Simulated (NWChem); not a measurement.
Molecule: InAsH$_{4}$; SMILES [AsH2][InH2]

All runs: NWChem. Geometry: optimised at PBE0/def2-SVP (def2 core potentials past Kr).

For level PBE0/3-21G, non-relativistic:

```
Property                     Result
---------------------------  ------
highest occupied level (eV)   -6.80
orbital gap (eV)               4.98
dipole (D)                     0.98
```

Q: How do the values read with level PBE0/STO-3G, non-relativistic instead?

A: 
- highest occupied level (eV) = -4.00
- orbital gap (eV) = 5.70
- dipole (D) = 1.15
